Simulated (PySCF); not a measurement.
Isomers of C6H8ClF, mass 134.030 u with the commonest isotopes. Method: PBE0/def2-SVPD in PySCF (dipole) on a GFN2-xTB geometry, gas phase. One conformer each, none proved a minimum here; rigid rotors.

Question: Order these by rotational constant A, smallest first.
A. `[F:1][C@@H:2]1[CH2:3][C@@H:4]2[CH2:5][C@@H:6]2[C@H:7]1[Cl:8]` with F1–C2–C3–C4 -96°, C2–C3–C4–C5 51°, C3–C4–C5–C6 -97°, C4–C5–C6–C7 97°
B. `[CH3:1]/[CH:2]=[C:3]([Cl:4])\[CH:5]=[C:6](/[CH3:7])[F:8]` with C2–C3–C5–C6 -149°
C. `[CH2:1]=[CH:2][CH2:3][C:4](=[CH2:5])[C@@H:6]([F:7])[Cl:8]` with C1–C2–C3–C4 119°, C2–C3–C4–C5 109°, C3–C4–C6–F7 166°

Answer: B (2069 MHz), C (2149 MHz), A (2478 MHz).

Question: Order these by out-of-plane moment Σ m c² = (Ia + Ib − Ic)/2, largest first.
A. `[CH3:1]/[CH:2]=[C:3]([Cl:4])\[CH:5]=[C:6](/[CH3:7])[F:8]` with C2–C3–C5–C6 -149°
B. `[F:1][C@@H:2]1[CH2:3][C@@H:4]2[CH2:5][C@@H:6]2[C@H:7]1[Cl:8]` with F1–C2–C3–C4 -96°, C2–C3–C4–C5 51°, C3–C4–C5–C6 -97°, C4–C5–C6–C7 97°
C. `[CH2:1]=[CH:2][CH2:3][C:4](=[CH2:5])[C@@H:6]([F:7])[Cl:8]` with C1–C2–C3–C4 119°, C2–C3–C4–C5 109°, C3–C4–C6–F7 166°

Answer: C (70.58 u·Å²), B (60.36 u·Å²), A (18.84 u·Å²).

Question: Order these by dipole moment, smallest first.
A. `[CH3:1]/[CH:2]=[C:3]([Cl:4])\[CH:5]=[C:6](/[CH3:7])[F:8]` with C2–C3–C5–C6 -149°
B. `[F:1][C@@H:2]1[CH2:3][C@@H:4]2[CH2:5][C@@H:6]2[C@H:7]1[Cl:8]` with F1–C2–C3–C4 -96°, C2–C3–C4–C5 51°, C3–C4–C5–C6 -97°, C4–C5–C6–C7 97°
C. `[CH2:1]=[CH:2][CH2:3][C:4](=[CH2:5])[C@@H:6]([F:7])[Cl:8]` with C1–C2–C3–C4 119°, C2–C3–C4–C5 109°, C3–C4–C6–F7 166°

Answer: A (1.39 D), B (1.70 D), C (2.39 D).

```json
{"SMILES": "C/C=C(Cl)\\C=C(/C)F", "point group": "C1", "Ia (u·Å²)": "244.22", "Ib (u·Å²)": "426.21", "Ic (u·Å²)": "632.75", "κ": "-0.39", "μa (D)": "0.89", "μb (D)": "0.65", "μc (D)": "0.85"}
{"SMILES": "F[C@@H]1C[C@@H]2C[C@@H]2[C@H]1Cl", "point group": "C1", "Ia (u·Å²)": "203.95", "Ib (u·Å²)": "335.26", "Ic (u·Å²)": "418.49", "κ": "-0.53", "μa (D)": "1.13", "μb (D)": "1.13", "μc (D)": "0.57"}
{"SMILES": "C=CCC(=C)[C@@H](F)Cl", "point group": "C1", "Ia (u·Å²)": "235.17", "Ib (u·Å²)": "430.12", "Ic (u·Å²)": "524.13", "κ": "-0.64", "μa (D)": "2.26", "μb (D)": "0.71", "μc (D)": "0.24"}
```
